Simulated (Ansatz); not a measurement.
# A family of molecules: the atomisation energy (no zero-point term)

One atom is swapped for its congeners: GeH3(CH2); GeH3(SiH2); GeH3(SnH2). The Ge member is missing. All are doublets with charge 0.

Shapes, held fixed at every level: PBE0-D4/def2-TZVP. Programs: Ansatz 0.2.0. Values in eV.

| level | GeH3(CH2) | GeH3(SiH2) | GeH3(SnH2) |
| --- | --- | --- | --- |
| HF/def2-TZVPP | 16.16 | 13.72 | 11.92 |
| SPW92/def2-TZVPP | 23.66 | 20.07 | 18.39 |
| BHLYP-D4/def2-TZVPP | 20.94 | 17.99 | 16.19 |
| MP2/def2-SVP | 19.88 | 16.60 | 14.86 |
| MP2/def2-TZVPP | 20.64 | 17.43 | 15.59 |
| CCSD(T)/def2-TZVPP | 20.92 | 17.87 | 16.23 |

At CCSD(T)/def2-TZVPP the atomisation energy falls at every step, from 20.92 to 16.23 eV. Every level shows the same order. Open shells run unrestricted unless RO is named. For atoms past krypton def2 sets carry core potentials with scalar relativity. Relativity is left out for Ge unless named. Correlated rows may include outer-core shells of Ge, Sn, which these sets cover unevenly. Spin-orbit coupling, which grows down the group, is left out (summed over each molecule's free atoms 0.12, 0.14, 0.43 eV).
